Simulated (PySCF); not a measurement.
Al(Cl)(F)(SiH3), SMILES [F][Al]([SiH3])[Cl] at its PBE0/def2-SVP optimised geometry (Å):

```
7

Al    -0.9137     0.1693     0.0000
Cl    -2.0515    -1.5915    -0.0115
F     -1.7754     1.5915     0.0000
Si     1.5153     0.1693     0.0000
H      2.0515     1.5547     0.1587
H      2.0142    -0.4014    -1.2902
H      2.0224    -0.6858     1.1175
```

Level of theory: PBE0/def2-TZVP (PySCF 2.14.0). Cells within 0.4 Å of a nucleus heavier than hydrogen are left out (blank, or x).

Map of the deformation density (molecule minus spherical neutral atoms) (e/bohr³) on the plane z = 0.0 Å:

```
|1111111111111111111111111111111|
|1111111111111111111111111111111|
|1111111111111111111111111111111|
|1111111111111111111111111111111|
|1111111111111111111111111111111|
|1111111111111111111111111111111|
|1111111112221111111111111111111|
|1111111122222111111111111111111|
|1111122224322111111111111111111|
|11111222xxx42111111223311111111|
|11111223xxx53111111248942111111|
|111112235x763111222369952111111|
|1111112246642112332247642111111|
|1111111122210124542113211111111|
|11111111101xxx35663xxx000111111|
|11111111111xxx35663xxx000111111|
|1111111222221124442001111111111|
|1111122235431112321001111111111|
|1111222235542111211001111111111|
|11112233x3442111111111111111111|
|1111223xxx232211111111111111111|
|11111222xx322111111111111111111|
|1111111123322111111111111111111|
|1111111112222111111111111111111|
|1111111111221111111111111111111|
|1111111111111111111111111111111|
|1111111111111111111111111111111|
|1111111111111111111111111111111|
|1111111111111111111111111111111|
|1111111111111111111111111111111|
|1111111111111111111111111111111|
```
Scale: ten equal steps from -0.014 (start of '0') to 0.057 (end of '9'), in the order '0123456789'; x runs from -4.50 to 4.50, y from -4.50 (bottom) to 4.50 (top).
